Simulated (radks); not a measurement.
Values are calculated unless marked as measured or tabulated.
Code: a radial shooting solver on a logarithmic mesh with Libxc functionals. Model: non-relativistic Kohn-Sham, PBE, spin-polarised, spherical densities, point nucleus; open shells are filled with parallel spins first. Response by self-consistent Sternheimer equations with the Hartree and adiabatic LDA kernel. For heavy and open-shell atoms this level of theory can miss by tens of per cent. Rank Ni3+, Li+, He, Ar+, Kr, P+ (NIST ground configurations) by static dipole polarisability, largest first.

Answer. Kr 18.12, P+ 14.34, Ar+ 7.073, Ni3+ 1.763, He 1.593, Li+ 0.2085 bohr^3.
